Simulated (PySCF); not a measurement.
Compound: C4H6F3P.
Geometry (GFN2-xTB, Å), atoms numbered from 1 in this order:
```xyz
14
C4H6F3P angstrom
C     -1.4077   -0.9888    0.0513
C     -0.3904   -0.1595    0.8418
C      0.4272    0.7079   -0.0674
P      0.0934    2.2751   -0.5716
C      1.6695    0.0872   -0.6092
F      1.4527   -1.0673   -1.2683
F      2.3054    0.8989   -1.4705
F      2.5608   -0.2109    0.3586
H     -2.0563   -0.3352   -0.5292
H     -2.0185   -1.5713    0.7361
H     -0.9028   -1.6687   -0.6297
H      0.2722   -0.8309    1.3932
H     -0.9217    0.4685    1.5607
H     -1.0845    2.3945    0.1821
```

Computed, not measured: TDDFT PBE0/def2-SVPD, vertical, gas phase, core orbitals frozen in the response in PySCF.

Computed states:

| state | E (eV) | f |
| --- | --- | --- |
| S1 | 4.55 | 0.0071 |
| S2 | 5.31 | 0.251 |
| S3 | 6.22 | 0.0049 |
| S4 | 6.89 | 0.0009 |
| S5 | 7.08 | 0.012 |
| S6 | 7.18 | 0.0062 |
| S7 | 7.75 | 0.0058 |
| S8 | 7.81 | 0.035 |

Broadening: Gaussians 0.4 eV wide at half height, area fixed by f = 4.319×10⁻⁹ ∫ε dν̃. The width is an assumption, not a result. The curve ends short of the highest state used, and states not computed would add to its high-energy end.

Q: Give the broadened spectrum and its maxima.

A: 
(λ (nm), ε (L mol⁻¹ cm⁻¹)): (172.0, 1014), (174.5, 1187), (177.1, 1005), (179.7, 628), (182.3, 303), (184.9, 123), (187.5, 62), (190.0, 79), (192.6, 152), (195.2, 249), (197.8, 320), (200.4, 324), (203.0, 263), (205.5, 179), (208.1, 109), (210.7, 99), (213.3, 225), (215.9, 652), (218.5, 1667), (221.0, 3500), (223.6, 6432), (226.2, 10107), (228.8, 13722), (231.4, 16247), (234.0, 16926), (236.5, 15724), (239.1, 13048), (241.7, 9749), (244.3, 6605), (246.9, 4088), (249.5, 2334), (252.0, 1286), (254.6, 685), (257.2, 407), (259.8, 318), (262.4, 327), (265.0, 376), (267.5, 429), (270.1, 469), (272.7, 482), (275.3, 465), (277.9, 423), (280.4, 365), (283.0, 297), (285.6, 229), (288.2, 168), (290.8, 118), (293.4, 79), (295.9, 52), (298.5, 32), (301.1, 19), (303.7, 11), (306.3, 6), (308.9, 3), (311.4, 2), (314.0, 1)

Maxima: 273 nm (4.55 eV), ε about 480, made up of S1 (100%); 234 nm (5.31 eV), ε about 17000, made up of S2 (100%); 199 nm (6.22 eV), ε about 330, made up of S3 (100%); 174 nm (7.11 eV), ε about 1200, made up of S5 (66%) and S6 (32%) (ε in L mol⁻¹ cm⁻¹; maxima over ε = 5, shares over 10%).

Q: Coming from long wavelengths, where does ε first pass 100 L mol⁻¹ cm⁻¹?

A: At about 292 nm (4.25 eV), 0.30 eV below S1.

Q: Does any computed singlet lie in the visible range?

A: No computed singlet lies in the visible range (380 to 750 nm); the lowest, at 273 nm, stands 1.29 eV above its violet end (3.26 eV); a Tamm–Dancoff triplet lies at 463 nm, without intensity as long as spin–orbit coupling is left out.

Q: What would ε be at 5.31 eV, the highest of these maxima, with half the width (0.2 eV)?

A: About 33900 L mol⁻¹ cm⁻¹ against 17000, a factor of about 2.00; a lone state at its own centre would give exactly 2.

The run took about 90 s of CPU time (one thread, shared machine).

One conformer stands for the species.
